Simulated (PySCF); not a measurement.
A calculated (wB97X-V, PySCF 2.14, x2c-TZVPPall with one added diffuse shell each of s, p, d, f type, the spin-free X2C one-electron Hamiltonian (Gaussian nucleus)) atom or ion has these occupied shells.

```csv
shell,electrons,orbital energy (eV),"rms radius, mean of both spins (bohr)"
1s,2,-8234.1,0.0624
2s,2,-987.66,0.265
2p,6,-848.19,0.238
3s,2,-109.89,0.801
3p,6,-69.338,0.860
3d,10,-5.767,1.51
```

Problem. Name the element and its charge.

Solution. Ni (nickel, neutral), in [Ar] 3d10, closed-shell 1S (an excited configuration).
